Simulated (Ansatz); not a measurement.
Geometry optimisation, RKS PBE0-D4/def2-SVP in Ansatz.

The input (input.yaml):

```yaml
crystal:
  periodic: [false, false, false]
  atoms:
    - { symbol: C, position_ang: [-0.9542, 1.0242, 0.3583] }
    - { symbol: C, position_ang: [-0.3196, -0.245, -0.0592] }
    - { symbol: C, position_ang: [1.0469, -0.3387, 0.5641] }
    - { symbol: O, position_ang: [-1.0286, -1.3296, 0.3276] }
    - { symbol: As, position_ang: [-0.1552, -0.2892, -2.0526] }
    - { symbol: H, position_ang: [-1.106, 1.1478, 1.4497] }
    - { symbol: H, position_ang: [-0.384, 1.9437, -0.0005] }
    - { symbol: H, position_ang: [-1.9776, 1.1396, -0.1117] }
    - { symbol: H, position_ang: [1.0089, -0.2861, 1.7281] }
    - { symbol: H, position_ang: [1.7265, 0.5009, 0.266] }
    - { symbol: H, position_ang: [1.5541, -1.2979, 0.3158] }
    - { symbol: H, position_ang: [-1.1744, -1.3065, 1.3369] }
    - { symbol: H, position_ang: [-1.11964, 0.90756, -2.25492] }
    - { symbol: H, position_ang: [-1.22502, -1.37894, -2.1813] }
basis:
  gaussian: { orbitals: def2-SVP }
hamiltonian:
  xc: pbe0
  dispersion: d4
relax:
  f_tol: 0.015
  max_steps: 40
```

Command:

```bash
$ ansatz run input.yaml --threads 2 --pin off --max-ram 3072MiB --backend cpu --events-out ev --progress --plain --runs-dir out
```

**Question.** Where does it end, and by what steps?

**Answer.** It converged. The force dipped under the threshold on the way, but the program's further checks kept it going. After 20 steps the energy has fallen by 0.470 eV; H13 moved furthest, 1.13 Å.

```json
{"step": "0", "energy less start (eV)": "0.0000", "largest force component (eV/Å)": "2.720", "accepted": "yes"}
{"step": "1", "energy less start (eV)": "-0.3257", "largest force component (eV/Å)": "0.908", "accepted": "yes"}
{"step": "2", "energy less start (eV)": "-0.3731", "largest force component (eV/Å)": "0.197", "accepted": "yes"}
{"step": "3", "energy less start (eV)": "-0.3770", "largest force component (eV/Å)": "0.073", "accepted": "yes"}
{"step": "4", "energy less start (eV)": "-0.3780", "largest force component (eV/Å)": "0.025", "accepted": "yes"}
{"step": "5", "energy less start (eV)": "-0.3784", "largest force component (eV/Å)": "0.009", "accepted": "yes"}
{"step": "6", "energy less start (eV)": "-0.3787", "largest force component (eV/Å)": "0.019", "accepted": "yes"}
{"step": "7", "energy less start (eV)": "-0.3791", "largest force component (eV/Å)": "0.109", "accepted": "yes"}
{"step": "8", "energy less start (eV)": "-0.3803", "largest force component (eV/Å)": "0.217", "accepted": "yes"}
{"step": "9", "energy less start (eV)": "-0.3792", "largest force component (eV/Å)": "0.596", "accepted": "no"}
{"step": "10", "energy less start (eV)": "-0.3859", "largest force component (eV/Å)": "0.189", "accepted": "yes"}
{"step": "11", "energy less start (eV)": "-0.3931", "largest force component (eV/Å)": "0.312", "accepted": "yes"}
{"step": "12", "energy less start (eV)": "-0.4046", "largest force component (eV/Å)": "0.371", "accepted": "yes"}
{"step": "13", "energy less start (eV)": "-0.4142", "largest force component (eV/Å)": "0.729", "accepted": "yes"}
{"step": "14", "energy less start (eV)": "-0.4518", "largest force component (eV/Å)": "0.147", "accepted": "yes"}
{"step": "15", "energy less start (eV)": "-0.4649", "largest force component (eV/Å)": "0.127", "accepted": "yes"}
{"step": "16", "energy less start (eV)": "-0.3136", "largest force component (eV/Å)": "0.839", "accepted": "no"}
{"step": "17", "energy less start (eV)": "-0.4692", "largest force component (eV/Å)": "0.009", "accepted": "yes"}
{"step": "18", "energy less start (eV)": "-0.4696", "largest force component (eV/Å)": "0.072", "accepted": "yes"}
{"step": "19", "energy less start (eV)": "-0.4696", "largest force component (eV/Å)": "0.075", "accepted": "no"}
{"step": "20", "energy less start (eV)": "-0.4699", "largest force component (eV/Å)": "0.005", "accepted": "yes"}
```

```xyz
14
Properties=species:S:1:pos:R:3
C -0.899 1.240 0.482
C -0.384 -0.090 -0.054
C 0.999 -0.413 0.498
O -1.290 -1.128 0.241
As -0.255 0.038 -2.052
H -0.960 1.200 1.585
H -0.238 2.079 0.217
H -1.909 1.450 0.098
H 0.957 -0.471 1.601
H 1.741 0.357 0.236
H 1.352 -1.386 0.124
H -1.353 -1.191 1.204
H -1.764 -0.027 -2.255
H -0.105 -1.466 -2.240
```

Whether the end is a true minimum wasn't checked by a vibrational analysis.

Run time: 110 s on 2 threads of Arm Neoverse V1, on a shared host, peak memory 0.4 GiB.
